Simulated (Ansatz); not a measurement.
Reaction (redistribution): `COB(O)F` + `[CH3][In]([F])[Cl]` → `COB(F)Cl` + `[CH3][In]([OH])[F]`

Computed with Ansatz on PBE0-D4/def2-TZVP structures; ΔE is electronic, products minus reactants. CBS: MP2 limit from def2 TZ/QZ plus the TZ coupled-cluster correction, frozen cores. DFT in def2-TZVPP. Elements past krypton have def2 core potentials. For In outer-core shells are correlated without core-valence functions, which leaves a few kJ/mol of doubt a bond. One conformer a species, not always the lowest.

`COB(O)F`:

```xyz
9

C    -0.453   -1.076    0.703
O     0.553   -0.688   -0.212
B     0.643    0.566   -0.689
O    -0.221    1.554   -0.327
F     1.631    0.827   -1.550
H    -1.046   -1.875    0.256
H    -1.107   -0.242    0.964
H     0.025   -1.457    1.607
H    -0.024    2.391   -0.752
```

`[CH3][In]([F])[Cl]`:

```xyz
7

C    -0.362   -0.638    0.838
In    0.355    0.594   -0.733
F     1.856    1.809   -0.479
Cl   -0.394    0.779   -2.916
H    -1.429   -0.460    0.972
H    -0.204   -1.682    0.568
H     0.179   -0.401    1.751
```

`COB(F)Cl`:

Z-matrix (Å, degrees):
```
C
O 1 1.414
H 1 1.091 2 111.7
H 1 1.091 2 108.6 3 -120.9
H 1 1.090 2 108.2 3 120.8
B 2 1.333 1 126.0 3 5.7
Cl 6 1.765 2 124.1 1 -0.3
F 6 1.320 2 118.3 1 179.8
```

`[CH3][In]([OH])[F]`:

```xyz
8

C    -0.394    0.976   -0.885
In    0.470   -0.620    0.221
O     0.151   -1.448    1.983
F     1.958   -1.605   -0.572
H    -0.274    1.909   -0.335
H     0.113    1.044   -1.846
H    -1.456    0.785   -1.038
H    -0.568   -1.042    2.472
```

Task: Is it downhill or uphill in electronic energy at CCSD(T)/CBS, and by how much? (An estimate is asked.)

Result: The calculation gave: Uphill: ΔE = +133.5 kJ/mol.

Task: What do these levels give: B97M-V, CAM-B3LYP-D4, BLYP, BHLYP, MP2/def2-QZVPP, HF/CBS(def2)? (Best estimate.)

Result: Ansatz gave: B97M-V 139.0, CAM-B3LYP-D4 141.4, BLYP 129.3, BHLYP 153.6, MP2/def2-QZVPP 130.2, HF/CBS(def2) 168.9 kJ/mol.

Largest T1 diagnostic among the species: 0.016.

At CCSD(T), def2-SVP lies +15.5 kJ/mol from the extrapolated value and def2-TZVPP +2.3 kJ/mol. Leaving LDA and LC-ωPBE aside and taking each functional with its dispersion term where it has one, the values, not all of them listed here, spread over 30.2 kJ/mol, from revPBE-D4 to BHLYP-D4. LDA lies +5.1 kJ/mol from PBE without D4. From PBE to PBE0 (25 % exact exchange), in def2-TZVPP and without D4, ΔE moves by +13.0 kJ/mol.
